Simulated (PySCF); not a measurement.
N-methylmethanimine cation (C2H5N), SMILES C=NC (connectivity only; charge and spin as stated), charge +1, multiplicity 2. Atoms are numbered in the order given.

```xyz
8

C     -0.0478    -1.2597     0.0000
N      0.2081     0.1142     0.0000
C     -0.0664     1.3122     0.0000
H      0.3758    -1.7092    -0.9017
H      0.3758    -1.7092     0.9017
H     -1.1419    -1.4044     0.0000
H     -1.1148     1.6473     0.0000
H      0.7336     2.0614     0.0000
```
Charge +1, spin multiplicity 2.

Geometry: PBE0-D3(BJ)/def2-TZVP. The multiplicity is an assumed one; other spin states were not compared.

These are PySCF with B3LYP/pcH-1 values and carry that method's errors.

Unrestricted Kohn–Sham, ⟨S²⟩ = 0.759. Hyperfine tensors hold the contact and dipolar terms, without spin-orbit corrections.

Computed hyperfine couplings:
```
nucleus    A(iso) (MHz)  A(iso) (G)  dipolar principal values (MHz)
---------  ------------  ----------  ------------------------------
13C no. 1         -18.0        -6.4                -7.5, -4.5, 12.0
14N no. 2          64.5        23.0              -44.0, -34.1, 78.1
13C no. 3         -53.1       -19.0                -20.1, 4.1, 16.0
1H no. 4           45.8        16.3                -6.8, -6.1, 12.9
1H no. 5           45.8        16.3                -6.8, -6.1, 12.9
1H no. 6          245.8        87.7                -8.2, -2.0, 10.2
1H no. 7          267.0        95.3                 -6.5, -1.9, 8.4
1H no. 8          207.1        73.9                -7.6, -5.1, 12.7
```

Task: And the g tensor (effective nuclear charges for spin-orbit coupling, GIAO)? (Estimate from the structure and the level; the computed values follow.)

Result: principal values 2.0015, 2.0022, 2.0042; isotropic 2.0027.
